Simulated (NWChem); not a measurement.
System: C3H3Cl2F; SMILES CC(F)=C(Cl)Cl

NWChem input:

```
start job
memory heap 200 mb stack 900 mb global 1100 mb
geometry units angstroms noautoz
  C     -1.193504     1.981376     0.000000
  C     -0.010166     1.091249     0.000000
  F      1.151776     1.741435     0.000000
  C      0.014551    -0.251669     0.000000
  Cl    -1.421294    -1.202459     0.000000
  Cl     1.495829    -1.119879     0.000000
  H     -1.170265     2.633223    -0.887990
  H     -1.170265     2.633223     0.887990
  H     -2.125956     1.407029     0.000000
end
basis spherical
  C library def2-svp
  F library def2-svp
  Cl library def2-svp
  H library def2-svp
end
dft
  xc m06-2x
  iterations 150
  vectors input atomic output neutral.movecs
end
task dft energy
charge 1
dft
  odft
  mult 2
  vectors input atomic output cation.movecs
end
task dft energy
```

Output (shortened):

```
             Northwest Computational Chemistry Package (NWChem) 7.3.0
             --------------------------------------------------------

 CS  symmetry detected

                             Geometry "geometry" -> ""
                             -------------------------

 Output coordinates in angstroms (scale by  1.889725989 to convert to a.u.)

  No.       Tag          Charge          X              Y              Z
 ---- ---------------- ---------- -------------- -------------- --------------
    1 C                    6.0000    -1.30789741     1.91148168     0.00000000
    2 C                    6.0000    -0.07458220     1.09200104     0.00000000
    3 F                    9.0000     1.04739405     1.80895315     0.00000000
    4 C                    6.0000     0.02854097    -0.24717978     0.00000000
    5 Cl                  17.0000    -1.34931035    -1.28022297     0.00000000
    6 Cl                  17.0000     1.55800708    -1.02737627     0.00000000
    7 H                    1.0000    -1.32277663     2.56357306    -0.88799000
    8 H                    1.0000    -1.32277663     2.56357306     0.88799000
    9 H                    1.0000    -2.20520580     1.28364503     0.00000000

 Effective nuclear repulsion energy (a.u.)     350.8227747816

      Symmetry information
      --------------------

 Group name             Cs
 Group number              2
 Group order               2
 No. of unique centers     8

                                 NWChem DFT Module
                                 -----------------

 Summary of "ao basis" -> "ao basis" (spherical)
 ------------------------------------------------------------------------------
       Tag                 Description            Shells   Functions and Types
 ---------------- ------------------------------  ------  ---------------------
 C                          def2-svp                 6       14   3s2p1d
 F                          def2-svp                 6       14   3s2p1d
 Cl                         def2-svp                 8       18   4s3p1d
 H                          def2-svp                 3        5   2s1p

      Symmetry analysis of basis
      --------------------------

        a'         75
        a"         32

            General Information
            -------------------
          SCF calculation type: DFT
          Wavefunction type:  closed shell.
          No. of atoms     :     9
          No. of electrons :    64
           Alpha electrons :    32
            Beta electrons :    32
          Charge           :     0
          Spin multiplicity:     1
          Use of symmetry is: on ; symmetry adaption is: on
          Maximum number of iterations: 150
          AO basis - number of functions:   107
                     number of shells:    49
          Convergence on energy requested:  1.00D-06
          Convergence on density requested:  1.00D-05
          Convergence on gradient requested:  5.00D-04

              XC Information
              --------------
                       M06-2X Method XC Functional
                     Hartree-Fock (Exact) Exchange  0.540
                        M06-2X Exchange Functional  1.000
                      M06-2X Correlation Potential  1.000

             Grid Information
             ----------------
          Grid used for XC integration:  medium
          Radial quadrature: Mura-Knowles
          Angular quadrature: Lebedev.
          Tag              B.-S. Rad. Rad. Pts. Rad. Cut. Ang. Pts.
          ---              ---------- --------- --------- ---------
          C                   0.70       49          10.0       434
          F                   0.50       49          10.0       434
          Cl                  1.00       88          12.0       590
          H                   0.35       45          11.0       434
          Grid pruning is: on
          Number of quadrature shells:   462
          Spatial weights used:  Erf1

      Superposition of Atomic Density Guess
      -------------------------------------

 Sum of atomic energies:       -1132.31181838

      Non-variational initial energy
      ------------------------------

 Total energy =   -1134.906774
 1-e energy   =   -2260.811152
 2-e energy   =     775.081603
 HOMO         =      -0.211245
 LUMO         =       0.082056

      Symmetry analysis of molecular orbitals - initial
      -------------------------------------------------

  Numbering of irreducible representations:

     1 a'          2 a"

  Orbital symmetries:

     1 a'          2 a'          3 a'          4 a'          5 a'
     6 a'          7 a'          8 a'          9 a'         10 a'
    11 a'         12 a"         13 a'         14 a"         15 a'
    16 a'         17 a'         18 a'         19 a'         20 a'
    21 a'         22 a"         23 a'         24 a'         25 a"
    26 a'         27 a"         28 a'         29 a"         30 a'
    31 a'         32 a"         33 a"         34 a'         35 a'
    36 a'         37 a'         38 a"         39 a'         40 a'
    41 a'         42 a'

   convergence    iter        energy       DeltaE   RMS-Dens  Diis-err
 ---------------- ----- ----------------- --------- --------- ---------
 d= 0,ls=0.0,diis     1  -1135.6701341993 -1.49D+03  1.37D-02  7.73D-01
 d= 0,ls=0.0,diis     2  -1135.6533451797  1.68D-02  8.37D-03  1.04D+00
 d= 0,ls=0.0,diis     3  -1135.7665633439 -1.13D-01  1.20D-03  1.91D-02
 d= 0,ls=0.0,diis     4  -1135.7683191489 -1.76D-03  5.38D-04  4.13D-03
 d= 0,ls=0.0,diis     5  -1135.7687806802 -4.62D-04  1.45D-04  2.64D-04
  Resetting Diis
 d= 0,ls=0.0,diis     6  -1135.7688145514 -3.39D-05  4.54D-05  1.62D-05
 d= 0,ls=0.0,diis     7  -1135.7688163706 -1.82D-06  2.49D-05  2.35D-06
 d= 0,ls=0.0,diis     8  -1135.7688164007 -3.01D-08  1.07D-05  2.45D-06
 d= 0,ls=0.0,diis     9  -1135.7688166304 -2.30D-07  1.57D-06  6.35D-09

         Total DFT energy =    -1135.768816630377
      One electron energy =    -2262.993925942199
           Coulomb energy =      860.643777688930
    Exchange-Corr. energy =      -84.241443158668
 Nuclear repulsion energy =      350.822774781560

 Numeric. integr. density =       64.000001749153

                  Occupations of the irreducible representations
                  ----------------------------------------------

                     irrep           alpha         beta
                     --------     --------     --------
                     a'               25.0         25.0
                     a"                7.0          7.0

                       DFT Final Molecular Orbital Analysis
                       ------------------------------------

 Vector   30  Occ=2.000000D+00  E=-3.967861D-01  Symmetry=a"
              MO Center=  1.5D-01, -1.1D+00, -1.8D-13, r^2= 3.2D+00
   Bfn.  Coefficient  Atom+Function         Bfn.  Coefficient  Atom+Function
  ----- ------------  ---------------      ----- ------------  ---------------
    87     -0.471827  6 Cl pz                69      0.461097  5 Cl pz
    84     -0.353550  6 Cl pz                66      0.341998  5 Cl pz
    81     -0.201777  6 Cl pz                63      0.195150  5 Cl pz
    34     -0.029396  3 F  pz

 Vector   31  Occ=2.000000D+00  E=-3.778763D-01  Symmetry=a'
              MO Center=  3.3D-01, -1.0D+00,  6.7D-14, r^2= 3.5D+00
   Bfn.  Coefficient  Atom+Function         Bfn.  Coefficient  Atom+Function
  ----- ------------  ---------------      ----- ------------  ---------------
    86      0.400089  6 Cl py                67      0.343280  5 Cl px
    85      0.310307  6 Cl px                83      0.301359  6 Cl py
    64      0.261744  5 Cl px                68     -0.258757  5 Cl py
    82      0.239467  6 Cl px                65     -0.192152  5 Cl py
    80      0.171034  6 Cl py                61      0.147876  5 Cl px

 Vector   32  Occ=2.000000D+00  E=-2.981541D-01  Symmetry=a"
              MO Center=  3.7D-02,  9.1D-02,  5.8D-15, r^2= 3.3D+00
   Bfn.  Coefficient  Atom+Function         Bfn.  Coefficient  Atom+Function
  ----- ------------  ---------------      ----- ------------  ---------------
    20      0.362179  2 C  pz                48      0.353902  4 C  pz
    87     -0.339125  6 Cl pz                69     -0.320433  5 Cl pz
    51      0.245884  4 C  pz                23      0.225585  2 C  pz
    84     -0.214685  6 Cl pz                66     -0.204644  5 Cl pz
    34      0.199273  3 F  pz                37     -0.171650  3 F  pz

 Vector   33  Occ=0.000000D+00  E= 3.426597D-02  Symmetry=a"
              MO Center= -1.3D-01,  5.7D-01,  7.4D-16, r^2= 3.0D+00
   Bfn.  Coefficient  Atom+Function         Bfn.  Coefficient  Atom+Function
  ----- ------------  ---------------      ----- ------------  ---------------
    51     -0.619944  4 C  pz                23      0.614359  2 C  pz
    20      0.473024  2 C  pz                48     -0.430574  4 C  pz
    94      0.353216  7 H  s                 99     -0.353216  8 H  s
    87      0.231544  6 Cl pz                69      0.225929  5 Cl pz
    37     -0.180802  3 F  pz                34      0.164048  3 F  pz

 Vector   34  Occ=0.000000D+00  E= 8.152117D-02  Symmetry=a'
              MO Center= -1.1D-01, -9.0D-01,  4.4D-14, r^2= 2.9D+00
   Bfn.  Coefficient  Atom+Function         Bfn.  Coefficient  Atom+Function
  ----- ------------  ---------------      ----- ------------  ---------------
    45      1.033630  4 C  s                 67     -0.710723  5 Cl px
    85      0.662015  6 Cl px                50     -0.632416  4 C  py
    60     -0.591313  5 Cl s                 44      0.521550  4 C  s
    78     -0.513785  6 Cl s                 68     -0.368449  5 Cl py
    47     -0.359461  4 C  py                64     -0.214650  5 Cl px

[...]
```

Level: M06-2X/def2-SVP, vertical spin-unrestricted ions. All runs use the structure optimised with PBE0/def2-SVP.
